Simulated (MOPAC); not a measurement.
Input for MOPAC: PM6 on H3N3 (a complex), monomers drawn apart or pushed together.

```
PM6 1SCF PRECISE CHARGE=0 THREADS=1
H3N3

N     -0.07682120 1    -0.11839229 1    -0.35457497 1
H      0.88079986 1     0.15030491 1    -0.54933606 1
H     -0.65972011 1     0.69039443 1    -0.53695089 1
H     -0.13922695 1    -0.31914769 1     0.63667078 1
N     -0.00073930 1    -0.07039524 1     6.46243904 1
N     -0.05915245 1    -0.20871834 1     5.38215517 1
```

It printed:

```
*******************************************************************************
 **                                                                           **
 **                              MOPAC v23.2.5                                **
 **                                                                           **
 *******************************************************************************
 ** MOPAC's Digital Object Identifier: https://doi.org/10.5281/zenodo.6511958 **
 **                                                                           **
 ** Please cite the open-source release paper for use of this MOPAC version:  **
 ** J. E. Moussa and J. J. P. Stewart (2026)                                  **
 ** MOPAC: An open-source semiempirical molecular orbital program             **
 ** J. Open Source Softw., 11(119), 8025, https://doi.org/10.21105/joss.08025 **
 *******************************************************************************

                              PM6 CALCULATION RESULTS

 *******************************************************************************
 *  PM6        - The PM6 Hamiltonian to be used
 *
 *
 *
 *                 CHARGE ON SYSTEM = 0
 *
 *
 *
 *  PRECISE    - TIGHTER CRITERIA TO BE USED
 *  1SCF       - DO 1 SCF AND THEN STOP
 *  THREADS=1  - MULTI-THREADING NOT USED
 *  T=         - A TIME OF 172800.0 SECONDS REQUESTED
 *  DUMP=N     - RESTART FILE WRITTEN EVERY 7200.0 SECONDS REQUESTED
 *******************************************************************************
PM6 1SCF PRECISE CHARGE=0 THREADS=1
 H3N3

   ATOM   CHEMICAL          X               Y               Z
  NUMBER   SYMBOL      (ANGSTROMS)     (ANGSTROMS)     (ANGSTROMS)

     1       N         -0.07682120  *  -0.11839229  *  -0.35457497  *
     2       H          0.88079986  *   0.15030491  *  -0.54933606  *
     3       H         -0.65972011  *   0.69039443  *  -0.53695089  *
     4       H         -0.13922695  *  -0.31914769  *   0.63667078  *
     5       N         -0.00073930  *  -0.07039524  *   6.46243904  *
     6       N         -0.05915245  *  -0.20871834  *   5.38215517  *



          CARTESIAN COORDINATES

    NO.       ATOM           X           Y           Z

     1         N         -0.0768     -0.1184     -0.3546
     2         H          0.8808      0.1503     -0.5493
     3         H         -0.6597      0.6904     -0.5370
     4         H         -0.1392     -0.3191      0.6367
     5         N         -0.0007     -0.0704      6.4624
     6         N         -0.0592     -0.2087      5.3822

 General Reference for PM6:
 "Optimization of Parameters for Semiempirical Methods V: Modification of NDDO Approximations
 and Application to 70 Elements", J. J. P. Stewart, J. Mol. Mod., 13, 1173-1213 (2007)
 URL: https://link.springer.com/article/10.1007/s00894-007-0233-4

           Empirical Formula: H3 N3  =     6 atoms



      MOLECULAR POINT GROUP   :   Cs


      RHF CALCULATION, NO. OF DOUBLY OCCUPIED LEVELS = 9


 -------------------------------------------------------------------------------
 PM6 1SCF PRECISE CHARGE=0 THREADS=1
 H3N3



     1SCF WAS SPECIFIED, SO BFGS WAS NOT USED
     SCF FIELD WAS ACHIEVED


                              PM6 CALCULATION
                                                       MOPAC v23.2.5 Linux




          FINAL HEAT OF FORMATION =         38.63643 KCAL/MOL =     161.65481 KJ/MOL


          COSMO AREA              =        104.50 SQUARE ANGSTROMS
          COSMO VOLUME            =         69.75 CUBIC ANGSTROMS

          IONIZATION POTENTIAL    =         10.090695 EV
          HOMO LUMO ENERGIES (EV) =        -10.091  0.094
          NO. OF FILLED LEVELS    =          9
          MOLECULAR WEIGHT        =         45.0438         POINT GROUP:  Cs

          MOLECULAR DIMENSIONS (Angstroms)

            Atom       Atom       Distance
            N     5    H     3     7.07139
            H     2    N     5     1.62147
            H     4    N     5     0.69453


          SCF CALCULATIONS        =          1





   ATOM   CHEMICAL          X               Y               Z
  NUMBER   SYMBOL      (ANGSTROMS)     (ANGSTROMS)     (ANGSTROMS)

     1       N         -0.07682120  *  -0.11839229  *  -0.35457497  *
     2       H          0.88079986  *   0.15030491  *  -0.54933606  *
     3       H         -0.65972011  *   0.69039443  *  -0.53695089  *
     4       H         -0.13922695  *  -0.31914769  *   0.63667078  *
     5       N         -0.00073930  *  -0.07039524  *   6.46243904  *
     6       N         -0.05915245  *  -0.20871834  *   5.38215517  *

                             CARTESIAN COORDINATES

   1    N       -0.076821200    -0.118392290    -0.354574970
   2    H        0.880799860     0.150304910    -0.549336060
   3    H       -0.659720110     0.690394430    -0.536950890
   4    H       -0.139226950    -0.319147690     0.636670780
   5    N       -0.000739300    -0.070395240     6.462439040
   6    N       -0.059152450    -0.208718340     5.382155170


           Empirical Formula: H3 N3  =     6 atoms



      MOLECULAR POINT GROUP   :   Cs


                  EIGENVALUES
 -38.36433 -30.83694 -18.89847 -17.04488 -17.04466 -16.07138 -16.07007 -12.80827
 -10.09069   0.09426   0.09449   3.44093   4.39123   6.76729   6.78363


              NET ATOMIC CHARGES AND DIPOLE CONTRIBUTIONS

  ATOM NO.   TYPE          CHARGE      No. of ELECS.   s-Pop       p-Pop
    1          N          -0.595806        5.5958     1.59326     4.00255
    2          H           0.197995        0.8020     0.80200
    3          H           0.197997        0.8020     0.80200
    4          H           0.199814        0.8002     0.80019
    5          N           0.004387        4.9956     1.78958     3.20603
    6          N          -0.004387        5.0044     1.78948     3.21491
 DIPOLE           X         Y         Z       TOTAL
 POINT-CHG.     0.298     0.835     0.615     1.079
 HYBRID         0.341     0.957     0.672     1.218
 SUM            0.639     1.792     1.287     2.297


          ATOMIC ORBITAL ELECTRON POPULATIONS

     Atom    s        px        py        pz
    1  N   1.59326   1.20873   1.47266   1.32115
    2  H   0.80200
    3  H   0.80200
    4  H   0.80019
    5  N   1.78958   0.99885   1.00162   1.20557
    6  N   1.78948   1.00234   1.00501   1.20756

 **********************
 *                    *
 * JOB ENDED NORMALLY *
 *                    *
 **********************




 == MOPAC DONE ==
```

The run finished.

Cost: roughly 0.020 core-seconds.
